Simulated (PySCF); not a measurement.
Species: [TaOCl4]- (charge -1 and singlet state).
Bonds: Ta1–O2, Ta1–Cl3, Ta1–Cl4, Ta1–Cl5, Ta1–Cl6.

The closed-shell ground state was solved at several levels (PySCF, density fitting, gas phase). Isolated species at its PBE0-D3(BJ)/def2-SVP geometry, gas phase. Atoms past krypton carry effective core potentials; spin–orbit coupling is left out. No diffuse functions stand in pcSseg-1 (def2-TZVP on Ta), which bears on an anion's orbital energies.

```tsv
level	basis functions	total energy (Eh)	HOMO (eV)	LUMO (eV)	gap (eV)
PBE0/pcSseg-1 (def2-TZVP on Ta)	153	-1972.7214	-4.18	1.36	5.54
B3LYP/def2-SVPD	166	-1972.9470	-4.00	0.87	4.87
```

(1) Estimate the row for wB97X-D/pcSseg-1 (def2-TZVP on Ta), a basis of 153 functions; the other rows only guide the guess.

(2) Over all these levels, which gives the widest orbital gap and which the narrowest?

## Answers

(1) Total energy -1973.4129 Eh, HOMO -6.09 eV, LUMO 3.04 eV, gap 9.13 eV.

(2) wB97X-D/pcSseg-1 (def2-TZVP on Ta) (range-separated hybrid) has the widest, 9.13 eV, and B3LYP/def2-SVPD (global hybrid, 20 % exact exchange) the narrowest, 4.87 eV. Functional and basis both differ between the two, so the spread mixes both effects.

Note: wB97X-D ran without an empirical dispersion term, which enters the total energy and its gradient alone.
